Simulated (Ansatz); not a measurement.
`C[SiH](F)C#N`, charge 0, multiplicity 1.

(1) Give a relaxed structure at PBE0-D4/def2-TZVP (Ansatz). (Estimate.)

## Answers

(1) The calculation gave: 
Cartesian coordinates in Å:
```
C 0.4245 0.9346 -0.7201
Si -0.0871 -0.0837 0.7264
F -1.3383 0.5656 1.4659
C -0.6382 -1.7509 0.1330
N -0.9442 -2.7873 -0.2651
H 0.7441 1.9276 -0.3958
H 1.2595 0.4566 -1.2388
H -0.4002 1.0461 -1.4270
H 0.9800 -0.3087 1.7216
```
This is one stationary point; other conformers may exist.
